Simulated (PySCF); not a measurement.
C7H7FN (doublet state).
Geometry (GFN2-xTB, Å), atoms numbered from 1 in this order:
```xyz
16
C7H7FN angstrom
N      3.2502    0.1612   -0.1125
C      2.1603    0.7494   -0.3943
C      0.8004    0.3254   -0.1719
C      0.4753   -0.9475    0.3696
C     -0.8001   -1.3251    0.5911
C     -1.9439   -0.4016    0.3531
F     -2.9624   -1.0580   -0.3413
C     -1.5591    0.8531   -0.3512
C     -0.2671    1.1825   -0.5525
H      3.1472   -0.7524    0.3272
H      2.2708    1.7254   -0.8621
H      1.2766   -1.6430    0.5794
H     -1.0492   -2.3095    0.9552
H     -2.4182   -0.1480    1.3243
H     -2.3693    1.4828   -0.6843
H     -0.0192    2.1144   -1.0412
```

The hyperfine couplings belong to this conformer and change with its torsions.

The species is `[H]/N=C\C1C=C[C@H]([CH]C=1)F` [radical].

The calculation used UKS B3LYP, pcH-1 on C F H N, non-relativistic, mean-field spin-orbit, GIAO in PySCF 2.14.0. Isolated species at its GFN2-xTB geometry (one conformer only). The geometry wasn't refined by DFT: couplings that depend on bond lengths, twists or pyramidal angles can differ widely from those at the functional's own minimum. The SCF solution wasn't tested for stability. ⟨S²⟩ is 0.787 where a pure state has 0.75.

Question: Match the computed a_iso(13C) values +46.0, +33.1, -31.6, -29.4, -19.7 MHz (means over equivalent nuclei) with the sites C2; C3; C4/C9; C5/C8; C6.

Answer: 
```
 site  a_iso (MHz)  ρ(0) (bohr⁻³)                 position  distance from C3 (Å)  spin population  largest |T| (MHz)
   C2        -29.4        -0.0262           1 bond from C3                  1.44            -0.15               17.8
   C3        +46.0        +0.0409  largest spin population                  0.00            +0.50               77.4
C4/C9        -31.6        -0.0281           1 bond from C5                  1.42            -0.18               21.2
C5/C8        +33.1        +0.0295         a main spin site                  2.42            +0.36               54.5
   C6        -19.7        -0.0176           1 bond from C5                  2.89            -0.04                3.2
```

Question: Match the computed a_iso(1H) values +121.9, -23.1, -18.2, +8.7, +5.2 MHz (means over equivalent nuclei) with the sites H10; H11; H12/H16; H13/H15; H14.

Answer: 
```csv
site,a_iso (MHz),ρ(0) (bohr⁻³),position,distance from C3 (Å),bound to,spin population there,largest |T| (MHz)
H10,-18.2,-0.0041,"3 bonds from C3, on N1 of spin population +0.28",2.63,N1,+0.28,16.4
H11,+5.2,+0.0012,"2 bonds from C3, on C2 of spin population -0.15",2.14,C2,-0.15,4.5
H12/H16,+8.7,+0.0019,"2 bonds from C5, on C4 of spin population -0.17",2.16,C4/C9,-0.18,5.1
H13/H15,-23.1,-0.0052,1 bond from C5,3.41,C5/C8,+0.36,14.5
H14,+121.9,+0.0273,2 bonds from C5,3.58,C6,-0.04,2.9
```

ρ(0) is the spin density at the nucleus and T the dipolar tensor; entries for several nuclei are means. The Mulliken spin populations are largest on C3 (+0.50), C8 (+0.38), C5 (+0.34) and N1 (+0.28). Four atoms exceed +0.15. Main spin sites, with 60 % or more of the largest population: C3, C5, C8; positions count bonds from the nearest.

The spin density at the nucleus, in bohr⁻³, is negative for C4/C9 (-0.0281), C2 (-0.0262) and C6 (-0.0176), for instance. A restricted open-shell determinant has no negative spin density anywhere; here it arises because α and β orbitals differ (spin polarisation).

Nuclei that the bonding pattern makes equivalent are averaged, as if the motion that swaps them (rotation, inversion, ring flip) were fast.

The SMILES `[H]/N=C\C1=C[CH][C@H](F)C=C1` draws the unpaired electron on C5, whose computed spin population is only +0.34.
